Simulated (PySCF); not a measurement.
# Pt⁵⁹⁺: ionisation energy

Pt⁵⁹⁺ [Ar] 3d1 (2D) → Pt⁶⁰⁺ [Ar] (1S), as a difference of total energies. All numbers are calculated (PySCF 2.14, the spin-free X2C one-electron Hamiltonian (Gaussian nucleus), in an even-tempered Gaussian basis (17 s from 16 bohr⁻², ratio 2.5; 12 p from 20 bohr⁻², ratio 2.5; 7 d from 20 bohr⁻², ratio 2.5; 4 f from 71 bohr⁻², ratio 2.7; 3 g from 110 bohr⁻², ratio 2.7)). Correlated levels: outer shells: [Ne] frozen; virtual orbitals above 40 to 60 times the deepest correlated orbital energy dropped. The calculations carry no spin-orbit coupling.

```tsv
method	ionisation energy (eV)
UHF	6049.4
LDA	6049.6
PBE	6051.4
r2SCAN	6052.3
MN15	6045.3
MP2 (outer shells)	6049.1
SCS-MP2 (outer shells)	6049.0
```

Estimate what PBE0 gives.

6051.3 eV, closest to PBE among the rows shown.

Estimate what M06-2X gives.

6052.4 eV, closest to r2SCAN among the rows shown.

A first-order spin-orbit estimate (lowest level to lowest level, LS coupling) adds 58.936 eV.

Breit and QED terms and the two-electron picture change are absent.

First order in ζ underestimates the shift of j = l − 1/2 levels at high Z.

For comparison: 6106 ± 7 eV (theoretical estimate listed by NIST; NIST Atomic Spectra Database, ionization energies).
